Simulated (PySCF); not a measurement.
**Nb (niobium, neutral) across methods**

[Kr] 4d5, high-spin 6S determinant (an excited configuration). Computed with PySCF 2.14 in def2-QZVPPD with the def2 core potential (28 electrons) (7s5p4d3f2g, 81 functions), with scalar relativity through the core potential. The B2PLYP total includes its PT2 part (frozen core); its orbital energies are those of the SCF part.

```json
{"method": "B3LYP", "E (hartree)": "-56.7935", "mean ε 4p α (eV)": "-35.943", "mean ε 4p β (eV)": "-32.859", "mean ε 4d α (eV)": "-3.010", "Σ⟨r²⟩ (bohr²)": "49.60", "⟨S²⟩": "8.750"}
{"method": "r2SCAN", "E (hartree)": "-56.8049", "mean ε 4p α (eV)": "-34.827", "mean ε 4p β (eV)": "-31.538", "mean ε 4d α (eV)": "-2.372", "Σ⟨r²⟩ (bohr²)": "49.27", "⟨S²⟩": "8.751"}
{"method": "B2PLYP", "E (hartree)": "-56.6026", "mean ε 4p α (eV)": "-39.409", "mean ε 4p β (eV)": "-34.891", "mean ε 4d α (eV)": "-4.038", "Σ⟨r²⟩ (bohr²)": "48.67", "⟨S²⟩": "8.751"}
{"method": "UHF", "E (hartree)": "-56.26786", "mean ε 4p α (eV)": "-44.438", "mean ε 4p β (eV)": "-37.761", "mean ε 4d α (eV)": "-5.769", "Σ⟨r²⟩ (bohr²)": "47.70", "⟨S²⟩": "8.754"}
{"method": "PBE0", "E (hartree)": "-56.7742", "mean ε 4p α (eV)": "-36.422", "mean ε 4p β (eV)": "-33.002", "mean ε 4d α (eV)": "-3.272", "Σ⟨r²⟩ (bohr²)": "49.01", "⟨S²⟩": "8.751"}
{"method": "MN15", "E (hartree)": "-56.6630", "mean ε 4p α (eV)": "-36.186", "mean ε 4p β (eV)": "-33.670", "mean ε 4d α (eV)": "-3.718", "Σ⟨r²⟩ (bohr²)": "48.64", "⟨S²⟩": "8.752"}
{"method": "PBE", "E (hartree)": "-56.7952", "mean ε 4p α (eV)": "-33.627", "mean ε 4p β (eV)": "-31.165", "mean ε 4d α (eV)": "-2.361", "Σ⟨r²⟩ (bohr²)": "50.12", "⟨S²⟩": "8.751"}
{"method": "PBEsol", "E (hartree)": "-56.6896", "mean ε 4p α (eV)": "-33.541", "mean ε 4p β (eV)": "-31.112", "mean ε 4d α (eV)": "-2.382", "Σ⟨r²⟩ (bohr²)": "50.06", "⟨S²⟩": "8.751"}
```

Question: Estimate the same row for LDA.

Answer: E (hartree) = -56.6376; mean ε 4p α (eV) = -33.702; mean ε 4p β (eV) = -31.315; mean ε 4d α (eV) = -2.539; Σ⟨r²⟩ (bohr²) = 50.50; ⟨S²⟩ = 8.750.

Energies and moments cover only the electrons outside the core potential.
